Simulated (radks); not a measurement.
The numbers below are computed, except where a source is named.
Problem. Species: Xe45+. Configuration: [He] 2s2 2p5. Level of theory: Dirac Kohn-Sham, LDA (Slater exchange, Perdew-Wang correlation), spin-unpolarised, spherical densities, finite nucleus; open shells fill j = l - 1/2 first; Fermi nuclear charge, rms radius 4.7859 fm (a radial shooting solver on a logarithmic mesh with Libxc functionals). Some entries of the table are withheld. Estimate them.

| orbital | occ. | eigenvalue (eV) | <r^2> (bohr^2) |
|---|---|---|---|
| 1s1/2 | 2 | -37650.46 | (1) |
| 2s1/2 | 2 | (2) | 0.01462 |
| 2p1/2 | 2 | -8131.721 | 0.01067 |
| 2p3/2 | 3 | -7786.825 | 0.01181 |
| 3s1/2 | 0 | -3485.432 | 0.07948 |
| 3p1/2 | 0 | (3) | 0.07160 |
| 3p3/2 | 0 | (4) | 0.07598 |

Solution. 
(1) 1s1/2 <r^2> (bohr^2): 0.0009622
(2) 2s1/2 eigenvalue (eV): -8383.579
(3) 3p1/2 eigenvalue (eV): -3401.627
(4) 3p3/2 eigenvalue (eV): -3307.903
